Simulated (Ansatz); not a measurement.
The cluster Pd4H7 (the lowest doublet isomer of a short search), 11 atoms. Hardware: 4 threads of Arm Neoverse V1 on a shared host.

In the def2 sets Pd takes a core potential; there is no spin–orbit coupling. Correlated methods freeze no core orbitals; core or outer-core shells of Pd are correlated, in sets that lack core-valence functions.

How many basis functions does each of these Ansatz runs have, and roughly what does it cost? LDA (SPW92)/def2-TZVP, charge 0 doublet, energy, from earlier orbitals; ωB97M-V/def2-TZVP, charge 0 doublet, energy, from earlier orbitals; RPA@PBE/def2-TZVP, charge 0 doublet, energy, from earlier orbitals; B2PLYP/def2-TZVP, charge 0 doublet, energy, from earlier orbitals; PBE-D4/def2-TZVP, charge 0 doublet, energy and forces, from earlier orbitals; PBE0-D4/def2-SVP, charge 0 doublet, energy, from earlier orbitals; PBE0-D4/def2-SVP, charge 0 doublet, relaxation, 46 steps; PBE0-D4/def2-TZVP, charge 0 doublet, energy, from earlier orbitals; PBE-D4/def2-SVP, charge 0 doublet, energy, from earlier orbitals; r2SCAN-D4/def2-TZVP, charge 0 doublet, energy, from earlier orbitals; PBE-D4/def2-SVP, charge 0 doublet, energy with a search over starts; MP2/def2-TZVP, charge 0 doublet, energy, from earlier orbitals.

Other jobs shared the machine, so times can vary by a factor of up to 3. A dash marks memory too small to be measured apart from the calling script's.

```
                                                                         run  functions  fitting or Cholesky vectors  wall time  peak host memory (GiB)
      LDA (SPW92)/def2-TZVP, charge 0 doublet, energy, from earlier orbitals        202                         1744      3.6 s                       –
            PBE-D4/def2-SVP, charge 0 doublet, energy, from earlier orbitals        159                         1542        6 s                       –
PBE-D4/def2-TZVP, charge 0 doublet, energy and forces, from earlier orbitals        202                         1744        8 s                       –
           PBE0-D4/def2-SVP, charge 0 doublet, energy, from earlier orbitals        159                         1689      9.5 s                    0.69
          PBE0-D4/def2-TZVP, charge 0 doublet, energy, from earlier orbitals        202                         1928       14 s                    0.96
              MP2/def2-TZVP, charge 0 doublet, energy, from earlier orbitals        202                         1900       14 s                    0.76
         PBE-D4/def2-SVP, charge 0 doublet, energy with a search over starts        159                         1542       17 s                       –
        r2SCAN-D4/def2-TZVP, charge 0 doublet, energy, from earlier orbitals        202                         1744       18 s                       –
          RPA@PBE/def2-TZVP, charge 0 doublet, energy, from earlier orbitals        202                         1900       20 s                    0.88
           B2PLYP/def2-TZVP, charge 0 doublet, energy, from earlier orbitals        202                         1900       25 s                    0.87
          ωB97M-V/def2-TZVP, charge 0 doublet, energy, from earlier orbitals        202                         1744    2.4 min                     1.5
                    PBE0-D4/def2-SVP, charge 0 doublet, relaxation, 46 steps        159                         1883      6 min                    0.69
```
